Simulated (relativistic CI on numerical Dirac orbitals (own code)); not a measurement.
## Fe⁷⁺: K-alpha X-ray emission

Computed with this model: Dirac-Coulomb-Breit CI, orbitals from a KLI potential per configuration, a model potential for QED, valence Slater integrals scaled by 0.7, multiplet model of X-ray emission after core ionisation; configurations [Ar] 3d → 1s 2s2 2p6 3s2 3p6 3d → [He] 2s2 2p5 3s2 3p6 3d; 80 K; Lorentzian 1.26 eV and Gaussian 0.6 eV FWHM. Energies are those of the free ion, without screening or charge transfer. S is read from ⟨S²⟩ = S(S + 1).

Field parameters in Wybourne normalisation: D4h B²₀ = −7Ds, B⁴₀ = 21(Dq − Dt), B⁴₄ = 21√(5/14) Dq; Oh B⁴₀ = 21Dq, B⁴₄ = √(5/14) B⁴₀; Td as Oh with Dq negative (B⁴₀ = 21Dq, B⁴₄ = √(5/14) B⁴₀). The field is a parameter set, without covalency.

Computed curve for free ion, scaled to 100 at the maximum (points under 2 are left out and the grid is thinned):

```
Energy (eV)  Intensity
     6380.2        2.1
     6380.8        3.0
     6381.4        4.9
     6382.0        9.4
     6382.8       25.0
     6383.4       24.7
     6384.0       13.7
     6384.6       10.4
     6385.2       13.6
     6385.8       26.9
     6386.4       47.6
     6387.0       35.7
     6387.8       12.4
     6388.4        6.8
     6389.0        4.5
     6389.6        3.4
     6390.2        2.9
     6390.8        2.7
     6391.4        2.7
     6392.0        2.9
     6392.8        3.9
     6393.4        5.9
     6394.0       10.1
     6394.6       11.7
     6395.2        9.7
     6395.8       10.9
     6396.4       16.7
     6397.0       32.7
     6397.8       71.5
     6398.4       96.1
     6399.0       88.6
     6399.6       61.6
     6400.2       42.4
     6400.8       23.2
     6401.4       12.2
     6402.0        7.4
     6402.8        4.5
     6403.4        3.4
     6404.0        2.6
     6404.6        2.1
```

The ground state has S = 0.50, and the centroid lies at 6394.22 eV.
